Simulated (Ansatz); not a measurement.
def2 core potentials replace the inner electrons of Sn.

Level of theory: PBE0-D3(BJ)/def2-SVP (Ansatz, a program for electronic structure). No frequencies were computed at this level.

Ansatz 0.2 input:
```yaml
crystal:
  periodic: [false, false, false]
  atoms:
    - { symbol: C, position_ang: [3.541642, 0.82938, 0.590336] }
    - { symbol: C, position_ang: [2.621749, 1.045686, -0.350647] }
    - { symbol: C, position_ang: [1.895715, -0.013423, -1.019115] }
    - { symbol: Sn, position_ang: [-0.1884, -0.362835, 0.030084] }
    - { symbol: O, position_ang: [-1.595862, 0.272626, -1.37683] }
    - { symbol: C, position_ang: [-2.968273, 0.363317, -1.132577] }
    - { symbol: O, position_ang: [-0.569013, 0.70474, 1.770681] }
    - { symbol: C, position_ang: [-0.30549, 2.06777, 1.902836] }
    - { symbol: O, position_ang: [-0.724925, -2.296262, 0.574686] }
    - { symbol: C, position_ang: [-1.177586, -3.260456, -0.32624] }
    - { symbol: H, position_ang: [4.082457, 1.636323, 1.053455] }
    - { symbol: H, position_ang: [3.791027, -0.169677, 0.909716] }
    - { symbol: H, position_ang: [2.38271, 2.059481, -0.646869] }
    - { symbol: H, position_ang: [1.569456, 0.217486, -2.027847] }
    - { symbol: H, position_ang: [2.354903, -0.994394, -0.933087] }
    - { symbol: H, position_ang: [-3.395426, 0.914992, -1.976261] }
    - { symbol: H, position_ang: [-3.194768, 0.910199, -0.212146] }
    - { symbol: H, position_ang: [-3.442285, -0.621715, -1.080885] }
    - { symbol: H, position_ang: [-0.811354, 2.385929, 2.818998] }
    - { symbol: H, position_ang: [-0.700889, 2.661392, 1.072638] }
    - { symbol: H, position_ang: [0.764566, 2.272184, 2.006786] }
    - { symbol: H, position_ang: [-1.912709, -2.871343, -1.036672] }
    - { symbol: H, position_ang: [-0.354716, -3.716434, -0.886169] }
    - { symbol: H, position_ang: [-1.662428, -4.034964, 0.275128] }
basis:
  gaussian: { orbitals: def2-svp }
hamiltonian:
  xc: pbe0
  dispersion: d3bj
relax:
  max_steps: 150
```

Output:

```
[...]
2548 factors; integrals over basis functions are off by at most 4.5e-4 eV
mean field -18398.38175054 eV, -676.1280584613 hartree, gradient 1.9e-5 eV, S^2 0.000000; 0 other end points of the search recorded, 0 dependent functions left out
reference -18398.38179131 eV, -676.1280599594 hartree; 48, 48 occupied and 174, 174 virtual orbitals, 2548 factors
relax step  28: F+E_penalty+E_count = -18398.91518403 eV  Δ(F+E_penalty+E_count) = -7.942e-4 eV  max|allowed force component| = 7.848e-2 eV/Å  Δτ_max = 0.0868 Å  (32 SCF iters, accepted)
these checks for a lower state are left out or cut short: starts, cluster_reference, orbital_swaps, neighbouring_geometries, increment
2548 factors; integrals over basis functions are off by at most 4.6e-4 eV
mean field -18398.38186492 eV, -676.1280626649 hartree, gradient 1.9e-5 eV, S^2 0.000000; 0 other end points of the search recorded, 0 dependent functions left out
reference -18398.38190567 eV, -676.1280641623 hartree; 48, 48 occupied and 174, 174 virtual orbitals, 2548 factors
relax step  29: F+E_penalty+E_count = -18398.91580068 eV  Δ(F+E_penalty+E_count) = -6.166e-4 eV  max|allowed force component| = 9.353e-2 eV/Å  Δτ_max = 0.0727 Å  (31 SCF iters, accepted)
these checks for a lower state are left out or cut short: starts, cluster_reference, orbital_swaps, neighbouring_geometries, increment
2548 factors; integrals over basis functions are off by at most 4.6e-4 eV
mean field -18398.38302909 eV, -676.1281054470 hartree, gradient 2.0e-5 eV, S^2 0.000000; 0 other end points of the search recorded, 0 dependent functions left out
reference -18398.38306979 eV, -676.1281069430 hartree; 48, 48 occupied and 174, 174 virtual orbitals, 2548 factors
relax step  30: F+E_penalty+E_count = -18398.91701214 eV  Δ(F+E_penalty+E_count) = -1.211e-3 eV  max|allowed force component| = 7.502e-2 eV/Å  Δτ_max = 0.0236 Å  (34 SCF iters, accepted)
these checks for a lower state are left out or cut short: starts, cluster_reference, orbital_swaps, neighbouring_geometries, increment
2548 factors; integrals over basis functions are off by at most 4.6e-4 eV
mean field evaluation 224: about -18398.2904 eV, gradient 1.0e-2 eV
mean field -18398.38368179 eV, -676.1281294336 hartree, gradient 2.0e-5 eV, S^2 0.000000; 0 other end points of the search recorded, 0 dependent functions left out
reference -18398.38372246 eV, -676.1281309281 hartree; 48, 48 occupied and 174, 174 virtual orbitals, 2548 factors
relax step  31: F+E_penalty+E_count = -18398.91787477 eV  Δ(F+E_penalty+E_count) = -8.626e-4 eV  max|allowed force component| = 5.226e-2 eV/Å  Δτ_max = 0.0510 Å  (32 SCF iters, accepted)
these checks for a lower state are left out or cut short: starts, cluster_reference, orbital_swaps, neighbouring_geometries, increment
2548 factors; integrals over basis functions are off by at most 4.7e-4 eV
mean field -18398.38446877 eV, -676.1281583544 hartree, gradient 1.9e-5 eV, S^2 0.000000; 0 other end points of the search recorded, 0 dependent functions left out
reference -18398.38450938 eV, -676.1281598467 hartree; 48, 48 occupied and 174, 174 virtual orbitals, 2548 factors
relax step  32: F+E_penalty+E_count = -18398.91886266 eV  Δ(F+E_penalty+E_count) = -9.879e-4 eV  max|allowed force component| = 1.958e-2 eV/Å  Δτ_max = 0.0641 Å  (32 SCF iters, accepted)
these checks for a lower state are left out or cut short: starts, cluster_reference, orbital_swaps, neighbouring_geometries, increment
2548 factors; integrals over basis functions are off by at most 5.0e-4 eV
mean field -18398.38248623 eV, -676.1280854973 hartree, gradient 2.3e-5 eV, S^2 0.000000; 0 other end points of the search recorded, 0 dependent functions left out
reference -18398.38252683 eV, -676.1280869892 hartree; 48, 48 occupied and 174, 174 virtual orbitals, 2548 factors
relax step  33: F+E_penalty+E_count = -18398.91681699 eV  Δ(F+E_penalty+E_count) = +2.046e-3 eV  max|allowed force component| = 1.687e-1 eV/Å  Δτ_max = 0.1951 Å  (31 SCF iters, rejected (line search))
these checks for a lower state are left out or cut short: starts, cluster_reference, orbital_swaps, neighbouring_geometries, increment
2548 factors; integrals over basis functions are off by at most 4.7e-4 eV
mean field -18398.38521236 eV, -676.1281856809 hartree, gradient 1.9e-5 eV, S^2 0.000000; 0 other end points of the search recorded, 0 dependent functions left out
reference -18398.38525294 eV, -676.1281871721 hartree; 48, 48 occupied and 174, 174 virtual orbitals, 2548 factors
relax step  34: F+E_penalty+E_count = -18398.91968822 eV  Δ(F+E_penalty+E_count) = -8.256e-4 eV  max|allowed force component| = 1.380e-2 eV/Å  Δτ_max = 0.0810 Å  (32 SCF iters, accepted)
these checks for a lower state are left out or cut short: starts, cluster_reference, orbital_swaps, neighbouring_geometries, increment
2548 factors; integrals over basis functions are off by at most 4.8e-4 eV
mean field evaluation 256: about -18398.3857 eV, gradient 2.0e-5 eV
mean field -18398.38569915 eV, -676.1282035699 hartree, gradient 1.9e-5 eV, S^2 0.000000; 0 other end points of the search recorded, 0 dependent functions left out
reference -18398.38573976 eV, -676.1282050623 hartree; 48, 48 occupied and 174, 174 virtual orbitals, 2548 factors
relax step  35: F+E_penalty+E_count = -18398.91984378 eV  Δ(F+E_penalty+E_count) = -1.556e-4 eV  max|allowed force component| = 7.095e-2 eV/Å  Δτ_max = 0.0995 Å  (32 SCF iters, accepted)
these checks for a lower state are left out or cut short: starts, cluster_reference, orbital_swaps, neighbouring_geometries, increment
2548 factors; integrals over basis functions are off by at most 4.8e-4 eV
mean field -18398.38605024 eV, -676.1282164725 hartree, gradient 1.9e-5 eV, S^2 0.000000; 0 other end points of the search recorded, 0 dependent functions left out
reference -18398.38609083 eV, -676.1282179639 hartree; 48, 48 occupied and 174, 174 virtual orbitals, 2548 factors
relax step  36: F+E_penalty+E_count = -18398.92033799 eV  Δ(F+E_penalty+E_count) = -4.942e-4 eV  max|allowed force component| = 2.628e-2 eV/Å  Δτ_max = 0.0082 Å  (26 SCF iters, accepted)
these checks for a lower state are left out or cut short: starts, cluster_reference, orbital_swaps, neighbouring_geometries, increment
2548 factors; integrals over basis functions are off by at most 4.8e-4 eV
mean field -18398.38620586 eV, -676.1282221912 hartree, gradient 9.6e-6 eV, S^2 0.000000; 0 other end points of the search recorded, 0 dependent functions left out
reference -18398.38624645 eV, -676.1282236829 hartree; 48, 48 occupied and 174, 174 virtual orbitals, 2548 factors
relax step  37: F+E_penalty+E_count = -18398.92047076 eV  Δ(F+E_penalty+E_count) = -1.328e-4 eV  max|allowed force component| = 4.043e-2 eV/Å  Δτ_max = 0.0174 Å  (26 SCF iters, accepted)
these checks for a lower state are left out or cut short: starts, cluster_reference, orbital_swaps, neighbouring_geometries, increment
2548 factors; integrals over basis functions are off by at most 4.9e-4 eV
mean field -18398.38663324 eV, -676.1282378974 hartree, gradient 2.0e-5 eV, S^2 0.000000; 0 other end points of the search recorded, 0 dependent functions left out
reference -18398.38667384 eV, -676.1282393893 hartree; 48, 48 occupied and 174, 174 virtual orbitals, 2548 factors
relax step  38: F+E_penalty+E_count = -18398.92073081 eV  Δ(F+E_penalty+E_count) = -2.601e-4 eV  max|allowed force component| = 1.793e-2 eV/Å  Δτ_max = 0.0450 Å  (33 SCF iters, accepted)
these checks for a lower state are left out or cut short: starts, cluster_reference, orbital_swaps, neighbouring_geometries, increment
2548 factors; integrals over basis functions are off by at most 5.1e-4 eV
mean field -18398.38681497 eV, -676.1282445757 hartree, gradient 1.9e-5 eV, S^2 0.000000; 0 other end points of the search recorded, 0 dependent functions left out
reference -18398.38685557 eV, -676.1282460677 hartree; 48, 48 occupied and 174, 174 virtual orbitals, 2548 factors
relax step  39: F+E_penalty+E_count = -18398.92053565 eV  Δ(F+E_penalty+E_count) = +1.952e-4 eV  max|allowed force component| = 4.885e-2 eV/Å  Δτ_max = 0.1120 Å  (32 SCF iters, rejected (line search))
these checks for a lower state are left out or cut short: starts, cluster_reference, orbital_swaps, neighbouring_geometries, increment
2548 factors; integrals over basis functions are off by at most 5.0e-4 eV
mean field evaluation 288: about -18398.3870 eV, gradient 6.5e-4 eV
mean field -18398.38695478 eV, -676.1282497137 hartree, gradient 2.0e-5 eV, S^2 0.000000; 0 other end points of the search recorded, 0 dependent functions left out
reference -18398.38699538 eV, -676.1282512056 hartree; 48, 48 occupied and 174, 174 virtual orbitals, 2548 factors
relax step  40: F+E_penalty+E_count = -18398.92089861 eV  Δ(F+E_penalty+E_count) = -1.678e-4 eV  max|allowed force component| = 1.290e-2 eV/Å  Δτ_max = 0.0557 Å  (33 SCF iters, accepted)
these checks for a lower state are left out or cut short: starts, cluster_reference, orbital_swaps, neighbouring_geometries, increment
2548 factors; integrals over basis functions are off by at most 5.0e-4 eV
mean field -18398.38706133 eV, -676.1282536293 hartree, gradient 2.0e-5 eV, S^2 0.000000; 0 other end points of the search recorded, 0 dependent functions left out
reference -18398.38710193 eV, -676.1282551212 hartree; 48, 48 occupied and 174, 174 virtual orbitals, 2548 factors
relax step  41: F+E_penalty+E_count = -18398.92093619 eV  Δ(F+E_penalty+E_count) = -3.758e-5 eV  max|allowed force component| = 1.336e-2 eV/Å  Δτ_max = 0.0309 Å  (34 SCF iters, accepted)
these checks for a lower state are left out or cut short: starts, cluster_reference, orbital_swaps, neighbouring_geometries, increment
2548 factors; integrals over basis functions are off by at most 5.0e-4 eV
mean field -18398.38709800 eV, -676.1282549767 hartree, gradient 2.4e-5 eV, S^2 0.000000; 0 other end points of the search recorded, 0 dependent functions left out
reference -18398.38713858 eV, -676.1282564683 hartree; 48, 48 occupied and 174, 174 virtual orbitals, 2548 factors
relax step  42: F+E_penalty+E_count = -18398.92096594 eV  Δ(F+E_penalty+E_count) = -2.975e-5 eV  max|allowed force component| = 1.388e-2 eV/Å  Δτ_max = 0.0132 Å  (25 SCF iters, accepted)
these checks for a lower state are left out or cut short: starts, cluster_reference, orbital_swaps, neighbouring_geometries, increment
2548 factors; integrals over basis functions are off by at most 5.0e-4 eV
mean field -18398.38709701 eV, -676.1282549404 hartree, gradient 1.1e-5 eV, S^2 0.000000; 0 other end points of the search recorded, 0 dependent functions left out
reference -18398.38713759 eV, -676.1282564318 hartree; 48, 48 occupied and 174, 174 virtual orbitals, 2548 factors
relax step  43: F+E_penalty+E_count = -18398.92097931 eV  Δ(F+E_penalty+E_count) = -1.337e-5 eV  max|allowed force component| = 8.262e-3 eV/Å  Δτ_max = 0.0077 Å  (25 SCF iters, accepted)
2548 factors; integrals over basis functions are off by at most 5.0e-4 eV
mean field evaluation 320: about -18398.3871 eV, gradient 1.0e-1 eV
mean field -18398.38709701 eV, -676.1282549404 hartree, gradient 1.1e-5 eV, S^2 0.000000; 1 other end points of the search recorded, 0 dependent functions left out
reference -18398.38713759 eV, -676.1282564318 hartree; 48, 48 occupied and 174, 174 virtual orbitals, 2548 factors
Total energy: -18398.92101989 eV, -676.1478762445 hartree
Atom 0 at     3.217612     1.450341     0.092931 Å, force    -0.002757    -0.003350    -0.005744 eV/Å
Atom 1 at     2.357372     0.781052    -0.680623 Å, force     0.001732    -0.003494     0.005584 eV/Å
Atom 2 at     1.867403    -0.599424    -0.420491 Å, force    -0.001855     0.008262    -0.001821 eV/Å
Atom 3 at    -0.183020    -0.517247     0.233043 Å, force     0.001639    -0.000453     0.003342 eV/Å
Atom 4 at    -1.153327     0.543809    -1.134100 Å, force     0.000670    -0.001120    -0.001002 eV/Å
Atom 5 at    -2.539698     0.725154    -1.039954 Å, force    -0.000215     0.000406     0.000828 eV/Å
Atom 6 at    -0.490720     0.315283     1.997079 Å, force    -0.001707     0.002680    -0.000310 eV/Å
Atom 7 at    -0.361718     1.702250     2.158486 Å, force     0.000319    -0.003711     0.000662 eV/Å
Atom 8 at    -1.126092    -2.245695     0.438236 Å, force    -0.000061    -0.000040     0.000010 eV/Å
Atom 9 at    -1.259918    -3.106709    -0.656225 Å, force     0.000300     0.000636     0.000363 eV/Å
Atom 10 at     3.522398     2.470217    -0.152424 Å, force     0.000301     0.003671     0.000455 eV/Å
Atom 11 at     3.647782     1.002414     0.994604 Å, force     0.001055    -0.001283     0.002761 eV/Å
Atom 12 at     1.945647     1.275570    -1.568721 Å, force    -0.000705     0.001652    -0.003009 eV/Å
Atom 13 at     1.862114    -1.223144    -1.327330 Å, force     0.001216    -0.002383    -0.003858 eV/Å
Atom 14 at     2.437487    -1.114480     0.366207 Å, force     0.000409    -0.002252     0.003521 eV/Å
Atom 15 at    -2.897658     1.202624    -1.967924 Å, force     0.000072     0.000273    -0.000192 eV/Å
Atom 16 at    -2.828023     1.381281    -0.196279 Å, force    -0.000172    -0.000225     0.000095 eV/Å
Atom 17 at    -3.093366    -0.225618    -0.919553 Å, force    -0.000100    -0.000096    -0.000335 eV/Å
Atom 18 at    -0.795104     1.980389     3.134021 Å, force     0.000219     0.000284     0.000423 eV/Å
Atom 19 at    -0.894410     2.283710     1.381670 Å, force    -0.000797     0.000843    -0.000711 eV/Å
Atom 20 at     0.693590     2.035236     2.153974 Å, force     0.001059     0.000691    -0.000119 eV/Å
Atom 21 at    -1.801189    -2.648609    -1.507025 Å, force    -0.000637     0.000425    -0.001072 eV/Å
Atom 22 at    -0.289090    -3.478117    -1.042447 Å, force     0.000671    -0.000276    -0.000254 eV/Å
Atom 23 at    -1.837969    -3.990286    -0.337155 Å, force    -0.000658    -0.001141     0.000382 eV/Å
Dipole moment:     0.328310     0.054264    -0.313639 e Å
```

Cost: very roughly 30 core-minutes.
